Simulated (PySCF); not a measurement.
## How methods differ on the ionisation energy of Sr¹³⁺

Sr¹³⁺ [Ar] 3d7 [3d3/2^4 3d5/2^3, M_J = 9/2] → Sr¹⁴⁺ [Ar] 3d6 [3d3/2^4 3d5/2^2, M_J = 4], as a difference of total energies. Computed with PySCF 2.14 in an uncontracted even-tempered set (17 s from 1 bohr⁻², ratio 2.8; 13 p from 1.3 bohr⁻², ratio 2.8; 8 d from 1.3 bohr⁻², ratio 2.8; 4 f from 6.4 bohr⁻², ratio 3), with the two-component X2C-1e Hamiltonian. Correlated levels: [Ne] frozen; the 76 highest virtual spinors dropped. "Screened" scales the spin-orbit matrix elements by Boettger's factors to mimic the two-electron term; Breit and QED terms are absent.

Task: Order these methods by the ionisation energy they give, lowest first.
A. GMP2 (screened spin-orbit)
B. GMP2 (spin-free)
C. GHF (spin-free)
D. GHF (screened spin-orbit)

Result: C (454.47 eV), D (454.79 eV), B (455.73 eV), A (456.03 eV).

Breit and QED terms and the two-electron picture change are absent.

The spin-free rows relax to the high-spin LS determinant and lack the spin-orbit shift.

The labels give the starting determinants; with spin-orbit coupling the two ends relaxed to ⟨J²⟩ = 24.75, ⟨L²⟩ = 12.34, ⟨S²⟩ = 3.63 and ⟨J²⟩ = 20.01, ⟨L²⟩ = 6.21, ⟨S²⟩ = 5.87.

For comparison: 454 ± 3 eV (theoretical estimate listed by NIST; NIST Atomic Spectra Database, ionization energies).
